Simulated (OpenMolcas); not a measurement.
**Xe3+: CASPT2 settings compared**

```yaml
Program: OpenMolcas
Basis: ANO-R3 [8s7p5d4f3g2h]
Scalar_Hamiltonian: X2C, finite nucleus
Active_space: 5 electrons in 4 orbitals (5s 5p)
State_averaging: 2S+1 = 4 odd, 1 root; 2S+1 = 2 odd, 11 roots; 2S+1 = 4 even, 3 roots; 2S+1 = 2 even, 9 roots
Spin-orbit_coupling: RASSI with atomic mean-field integrals over the reference wave functions, term energies averaged over their components
```

Methods on the same reference wave functions:
A. CASSCF
B. SS-CASPT2, IPEA 0.35 Eh, real shift 0.3 Eh (closed shells correlated: 4s 4p 4d)
C. MS-CASPT2, IPEA 0.35 Eh, real shift 0.3 Eh (closed shells correlated: 4s 4p 4d)

Energies in cm⁻¹ above 5s² 5p³ ⁴S°_3/2, the measured ground level; measured values from Saloman, J. Phys. Chem. Ref. Data 33, 765 (2004).

```json
{"Level": "5s² 5p³ ⁴S°_3/2", "A": "0.0", "B": "0.0", "C": "0.0", "Measured": "0.0"}
{"Level": "5s² 5p³ ²D°_3/2 [75 %]", "A": "17038", "B": "13380", "C": "13380", "Measured": "13267"}
{"Level": "5s² 5p³ ²D°_5/2", "A": "21549", "B": "17070", "C": "17110", "Measured": "17511"}
{"Level": "5s² 5p³ ²P°_1/2", "A": "30010", "B": "28660", "C": "28390", "Measured": "28036"}
{"Level": "5s² 5p³ ²P°_3/2 [72 %]", "A": "36606", "B": "34650", "C": "34560", "Measured": "35650"}
{"Level": "5s 5p⁴ ⁴P_5/2", "A": "103441", "B": "102660", "C": "102700", "Measured": "99664"}
{"Level": "5s 5p⁴ ⁴P_3/2", "A": "110368", "B": "109720", "C": "109760", "Measured": "106923"}
{"Level": "5s 5p⁴ ⁴P_1/2", "A": "112965", "B": "112150", "C": "112190", "Measured": "109254"}
{"Level": "5s 5p⁴ ²D_3/2", "A": "143718", "B": "129530", "C": "129570", "Measured": "121929"}
{"Level": "5s 5p⁴ ²D_5/2", "A": "145040", "B": "131370", "C": "131410", "Measured": "125475"}
{"Level": "5s 5p⁴ ²S_1/2 [63 %]", "A": "162814", "B": "149810", "C": "149850", "Measured": "150737"}
{"Level": "5s 5p⁴ ²P_3/2", "A": "176215", "B": "152390", "C": "152430", "Measured": "165995"}
{"Level": "5s 5p⁴ ²P_1/2 [65 %]", "A": "185256", "B": "163700", "C": "163740", "Measured": "177951"}
{"Level": "5p⁵ ²P°_3/2", "A": "275717", "B": "244090", "C": "244360", "Measured": ""}
{"Level": "5p⁵ ²P°_1/2", "A": "287305", "B": "255680", "C": "256040", "Measured": ""}
```

Deviations, from unrounded energies. A percentage is the sum of absolute deviations over the sum of measured energies, with the sign that they share, or ± where signs differ.

```
                        Against measurement  Levels      A     B     C
             mean absolute deviation (cm-1)      12   7700  4400  4400
other terms of the ground configuration (%)       4  +11.4  ±2.3  ±2.1
                   other configurations (%)       8   +7.7  ±4.8  ±4.8
```

B, C lie about equally close to measurement and A furthest from it. The largest miss of C in the table is 5s 5p⁴ ²P_1/2 [65 %], by -14000 cm-1. The ranking rests on the paired levels alone, and a cruder setting can come out closer through cancelling errors.

Between B and C the level of the table that moves most is 5p⁵ ²P°_1/2, by 360 cm-1 (lowest in B, highest in C). Moves below CASPT2's spread within the term are not significant.

The mean deviations of B to C differ by less than CASPT2's widest spread within a term (700 cm-1), so their order carries little weight.

From A to B the spin-free energies of the other terms of 5s² 5p³ shown, above ⁴S°, scale by factors of 0.76 to 0.94.

The lowest spin-free term lies below A's lowest term by 0.932 hartree in B, 0.932 hartree in C.

CASPT2 breaks the degeneracy within a term, and the mean is taken; among the terms shown or strongly mixed into the levels shown the widest spread is 700 cm-1 (5s 5p⁴ ²D, C). Over all roots computed the reference weight is 0.86 to 0.92 in B, 0.86 to 0.92 in C; the roots of lowest weight are the least certain, and an intruder state may touch them. Terms of s pⁿ other than that of highest spin mix with s² pⁿ⁻² d, which this space lacks; all of them can be thousands of cm-1 off, and some have no real level of that name. Some levels mix across a computed gap that differs much from the measured one, so their mixing is not that of the real levels (holds for B; C). Computed and measured levels are paired by configuration, term and J; levels that our copy of the source lacks, or whose pairing is in doubt (as where it misses far off the trend of its configuration), stay unpaired and out of the deviations. Only configurations of the active space appear.

A share in square brackets marks a mixed level and gives the weight of the term that names it, the lowest over the columns. ° marks odd parity.
